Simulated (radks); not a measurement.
Excited configurations of neutral manganese: one electron is placed in a higher orbital outside [Ar] 3d5 4s1. The ground configuration is [Ar] 3d5 4s2. All-electron calculation, non-relativistic Kohn-Sham, SCAN, spin-unpolarised, spherical densities, point nucleus; meta-GGA in the generalised Kohn-Sham scheme. Program: a radial shooting solver on a logarithmic mesh with Libxc functionals. Excitation = E - E(ground); binding = E(ion) - E, where the ion is the core of charge +1; n* = 1/sqrt(2 binding) in atomic units, and the quantum defect is n - n*.

| outer orbital | excitation (eV) | binding (eV) | n* | <r> (bohr) |
|---|---|---|---|---|
| 4p | 3.981 | 4.462 | 1.746 | 4.157 |
| 4d | 6.955 | 1.488 | 3.024 | 10.16 |
| 5p | 6.716 | 1.727 | 2.807 | 11.12 |
| 5f | 7.881 | 0.562 | 4.921 | 31.55 |
| 6p | 7.469 | 0.975 | 3.736 | 20.84 |
| 6d | 7.838 | 0.605 | 4.741 | 32.43 |
| 7p | 7.819 | 0.624 | 4.670 | 33.70 |
| 7d | 8.017 | 0.426 | 5.650 | 48.18 |
| 7f | 8.138 | 0.305 | 6.674 | 66.48 |

The Delta-SCF ionisation energy is 8.443 eV (NIST Atomic Spectra Database: 7.434 eV, measured). Self-interaction in the functional shifts the binding energies and quantum defects, so they are the method's values and not measured ones. Spin polarisation and multiplet splitting are left out, so open shells lie too high by an amount that depends on their filling.

Beside tabulated values, note that spin-unpolarised runs miss the spin-polarisation part of the exchange energy of open shells.
